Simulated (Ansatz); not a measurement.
The cluster Tl₂F, relaxed as a doublet with UKS PBE0-D4/def2-TZVP in Ansatz, starting from the GFN2-xTB geometry. Force threshold 0.02 eV/Å.

In the def2 sets Tl takes a core potential; there is no spin–orbit coupling. The relaxation made no stability test and no search for a lower SCF solution. The structure comes from a short search, and lower isomers may exist.

Start:

```xyz
3

Tl   -0.398    1.581    0.825
Tl   -0.299   -1.006   -1.495
F     0.697   -0.576    0.670
```

```json
{"step": "1", "energy (eV)": "-12106.3120", "largest force component (eV/Å)": "0.597", "SCF passes": "18"}
{"step": "2 (rejected)", "energy (eV)": "-12106.2836", "largest force component (eV/Å)": "0.657", "SCF passes": "29"}
{"step": "3", "energy (eV)": "-12106.3691", "largest force component (eV/Å)": "0.150", "SCF passes": "23"}
{"step": "4", "energy (eV)": "-12106.3745", "largest force component (eV/Å)": "0.021", "SCF passes": "24"}
{"step": "5", "energy (eV)": "-12106.3748", "largest force component (eV/Å)": "0.020", "SCF passes": "25"}
{"step": "6", "energy (eV)": "-12106.3748", "largest force component (eV/Å)": "0.002", "SCF passes": "25"}
```

Force components are those of the run's own axes.

End:

```csv
atom,x (Å),y (Å),z (Å)
Tl1,-0.379,1.525,0.804
Tl2,-0.284,-0.979,-1.441
F3,0.662,-0.546,0.637
```

By distances, no bond broke or formed. The bond that changes most is Tl1–F3, from 2.42 to 2.32 Å (atoms count from 1).

No frequencies were taken in this run, so the end may be a saddle point.

It took 9.5 s on 4 threads of Arm Neoverse V2 on a shared host.
